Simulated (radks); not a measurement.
All-electron atom: Tl4+ in [Xe] 4f14 5d9. Calculated with a radial shooting solver on a logarithmic mesh with Libxc functionals: Dirac Kohn-Sham, PBEsol, spin-unpolarised, spherical densities, finite nucleus; open shells fill j = l - 1/2 first; Fermi nuclear charge, rms radius 5.4759 fm. Some entries of the table are withheld. Estimate them.

orbital,occ.,eigenvalue (hartree),<r^2> (bohr^2),<r> (bohr)
1s1/2,2,-3140.229,0.0003693,0.01633
2s1/2,2,-560.1028,0.005553,0.06809
2p1/2,2,-537.9699,0.003913,0.05590
2p3/2,4,-462.1078,0.005096,0.06469
3s1/2,2,-134.9685,(1),0.1771
3p1/2,2,(2),0.03274,(3)
3p3/2,4,(4),0.03911,(5)
3d3/2,4,-91.41506,0.02988,0.1595
3d5/2,6,-87.81204,0.03160,0.1644
4s1/2,2,-31.42820,0.1733,0.3917
4p1/2,2,-27.09640,0.1761,0.3931
4p3/2,4,-22.99247,0.2078,0.4276
4d3/2,4,-15.90001,0.2171,0.4334
4d5/2,6,-15.13407,0.2282,0.4445
5s1/2,2,(6),0.8591,0.8755
4f5/2,6,-5.97450,0.2590,0.4642
4f7/2,8,-5.80528,0.2662,0.4707
5p1/2,2,-5.02117,0.9889,0.9366
5p3/2,4,-4.26608,1.188,1.027
5d3/2,4,-2.23639,1.869,1.276
5d5/2,5,-2.14555,1.984,1.315

Answer. 
(1) 3s1/2 <r^2> (bohr^2): 0.03601
(2) 3p1/2 eigenvalue (hartree): -124.9328
(3) 3p1/2 <r> (bohr): 0.1674
(4) 3p3/2 eigenvalue (hartree): -108.0694
(5) 3p3/2 <r> (bohr): 0.1835
(6) 5s1/2 eigenvalue (hartree): -6.48362
